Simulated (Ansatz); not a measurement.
Here is a job for Ansatz (an electronic-structure program).
Ansatz 0.2 input:
```yaml
crystal:
  periodic: [false, false, false]
  atoms:
    - {symbol: F, position_ang: [-0.00000000, -0.00000000, -0.64677315]}
    - {symbol: F, position_ang: [0.00000000, 0.00000000, 0.64677315]}
basis:
  gaussian:
    orbitals: STO-3G
hamiltonian:
  xc: cam_b3lyp
total_charge: 1
magnetization: {spin_polarized: true, initial_magnetization: 1}
```

Problem. What is the computed <S^2> (CAM-B3LYP/STO-3G (Ansatz))?

Solution. 0.750

Problem. What is the computed total energy (CAM-B3LYP/STO-3G)?

Solution. -196.1842 Eh
